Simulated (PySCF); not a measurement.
## Electron correlation in Ge (germanium, neutral)

[Ar] 3d10 4s1 4p2 4d1, one real determinant (an excited configuration). Computed with PySCF 2.14 in aug-cc-pVTZ-DK (7s6p4d2f, 59 functions), with the spin-free X2C one-electron Hamiltonian (Gaussian nucleus). Frozen: [Ar] 3d10; 4 electrons correlated.

| level | correlation energy (mhartree) |
| --- | --- |
| CCSD | -26.74 |
| (T) | -2.40 |
| CCSD(T) | -29.14 |

Diagnostics: T1 = 0.025, D1 = 0.0676, largest double amplitude 0.309.

The real determinant used has ⟨L²⟩ near 8 against 12 for a pure F term, so it mixes terms. The outer electron is Rydberg-like, and this basis confines it to a smaller radius and binds it less than a complete one would. A double-excitation amplitude exceeds 0.15, a sign of near-degeneracy.

Cost of the coupled-cluster step: about 0.9 core-seconds, for 4 correlated electrons.

Iterations:

```
CC2 = 0
CCSD nocc = (np.int64(4), np.int64(0)), nmo = (45, 45)
frozen orbitals [[0, 1, 2, 3, 4, 5, 6, 7, 8, 9, 10, 11, 12, 13], [0, 1, 2, 3, 4, 5, 6, 7, 8, 9, 10, 11, 12, 13]]
max_cycle = 100
direct = 0
conv_tol = 1e-08
conv_tol_normt = 1e-06
diis_space = 8
diis_start_cycle = 0
Init t2, MP2 energy = -0.0155562052366305
Init E_corr(UCCSD) = -0.0155562052522974
cycle = 1  E_corr(UCCSD) = -0.0201259367154977  dE = -0.00456973146  norm(t1,t2) = 0.0429477
cycle = 2  E_corr(UCCSD) = -0.021756593351673  dE = -0.00163065664  norm(t1,t2) = 0.0278502
cycle = 3  E_corr(UCCSD) = -0.0221891700899791  dE = -0.000432576738  norm(t1,t2) = 0.0273948
cycle = 4  E_corr(UCCSD) = -0.0230973512468681  dE = -0.000908181157  norm(t1,t2) = 0.0333197
cycle = 5  E_corr(UCCSD) = -0.0236946734518641  dE = -0.000597322205  norm(t1,t2) = 0.0187403
cycle = 6  E_corr(UCCSD) = -0.0258336444844191  dE = -0.00213897103  norm(t1,t2) = 0.0157486
cycle = 7  E_corr(UCCSD) = -0.0262462550618454  dE = -0.000412610577  norm(t1,t2) = 0.00777028
cycle = 8  E_corr(UCCSD) = -0.0269720209948285  dE = -0.000725765933  norm(t1,t2) = 0.00294383
cycle = 9  E_corr(UCCSD) = -0.0266931862861784  dE = 0.000278834709  norm(t1,t2) = 0.00122207
cycle = 10  E_corr(UCCSD) = -0.0267075976625914  dE = -1.44113764e-05  norm(t1,t2) = 0.000451201
cycle = 11  E_corr(UCCSD) = -0.0267402414390277  dE = -3.26437764e-05  norm(t1,t2) = 0.000220935
cycle = 12  E_corr(UCCSD) = -0.0267395215358201  dE = 7.19903208e-07  norm(t1,t2) = 2.55288e-05
cycle = 13  E_corr(UCCSD) = -0.0267406199808809  dE = -1.09844506e-06  norm(t1,t2) = 8.69057e-06
cycle = 14  E_corr(UCCSD) = -0.0267402740326312  dE = 3.4594825e-07  norm(t1,t2) = 2.57991e-06
cycle = 15  E_corr(UCCSD) = -0.0267402758208459  dE = -1.78821472e-09  norm(t1,t2) = 4.51674e-07
UCCSD converged
E(UCCSD) = -2096.667869593778  E_corr = -0.02674027582084593
UCCSD(T) correction = -0.00240073035103835
```

The reference is one real determinant that mixes LS terms of this configuration.
